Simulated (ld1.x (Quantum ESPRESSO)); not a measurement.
What one change does to a pseudopotential (Ge, TM)

- Element: germanium
- Generator: ld1.x (Quantum ESPRESSO) 7.5
- Type: norm-conserving Troullier–Martins (Kleinman–Bylander form)
- Functional: PBE
- Relativity: scalar-relativistic
- Frozen core: [Ar]
- Valence charge: 14
- Reference configuration: 3d10 4s1.75 4p2.25
- Partial waves: 4s (bound): rc 1.70 bohr; 4p (bound): rc 1.95 bohr; 4f channel at -0.2 Ry: rc 1.85 bohr; 3d (bound): rc 1.25 bohr
- Local potential: the d channel
- Core correction: none

All-electron outer shells of the reference configuration (PBE, scalar-relativistic, ld1.x):

```json
{"shell": "3s", "level (eV)": "-168.95", "outermost node (bohr)": "0.26", "outermost maximum (bohr)": "0.54"}
{"shell": "3p", "level (eV)": "-116.08", "outermost node (bohr)": "0.23", "outermost maximum (bohr)": "0.54"}
{"shell": "3d", "level (eV)": "-29.76", "outermost node (bohr)": "–", "outermost maximum (bohr)": "0.50"}
{"shell": "4s", "level (eV)": "-11.98", "outermost node (bohr)": "0.77", "outermost maximum (bohr)": "1.73"}
{"shell": "4p", "level (eV)": "-4.07", "outermost node (bohr)": "0.82", "outermost maximum (bohr)": "2.19"}
```

Change: local potential all-electron potential smoothed inside 1.75 bohr (lloc = -2).

Cutoffs: the cutoffs (Ry, on a coarse ladder) from which the occupation-weighted sum of valence levels, in a spherical-Bessel basis at the reference potential, stays within 10 and 1 mRy of its value at 400 Ry; they do not see the model core or the augmentation charge, which bear on the density cutoff. Errors are all-electron minus pseudo energies relative to the spin-unpolarised reference configuration.

What does the change do?

The bound ghost in p, s disappears; of the 7 tests that both files solve, the error grows in 1 and shrinks in 1 by more than 15 % and 0.3 meV (median size 0.5 → 0.5 meV). In the separable form a ghost depends on how the local part lies against the semilocal potential of the channel, so the choice of the local part can create or remove one.

| quantity | base | changed |
| --- | --- | --- |
| cutoff, loose | 180 Ry | 180 Ry |
| cutoff, tight | over 300 Ry | over 300 Ry |
| bound ghosts | s, p | none |
| error for 3d10 4s2 4p2, meV [ΔE -1.97 eV] | +0.3 | +0.3 |
| error for 3d10 4s2 4p1, meV [ΔE 5.48 eV] | -0.5 | -0.3 |
| error for 3d10 4s2 4p0, meV [ΔE 20.92 eV] | +2.9 | +2.4 |
| error for 3d10 4s2 4p2.3, meV [ΔE -2.85 eV] | +0.5 | +0.6 |
| error for 3d10 4s1 4p3, meV [ΔE 6.00 eV] | +0.3 | +0.5 |
| error for 3d10 4s2 4p1.5, meV [ΔE 0.83 eV] | -0.2 | -0.2 |
| error for 3d9 4s2 4p3, meV [ΔE 27.66 eV] | -405 | -472 |
| s: phases at 2.15 bohr within 0.05 rad from the reference energy up to (Ry; the scan ends near 5) | 3.0 | 3.0 |
| p: phases at 2.15 bohr within 0.05 rad from the reference energy up to (Ry; the scan ends near 5) | to the end of the scan | 3.9 |
| d: phases at 2.15 bohr within 0.05 rad from the reference energy up to (Ry; the scan ends near 5) | 0.7 | 0.4 |
| f: phases at 2.15 bohr within 0.05 rad from the reference energy up to (Ry; the scan ends near 5) | to the end of the scan | to the end of the scan |

 A true bound ghost makes a file unfit for plane-wave use even where its test errors are small: the radial tests pick states by their node count and pass the ghost by.
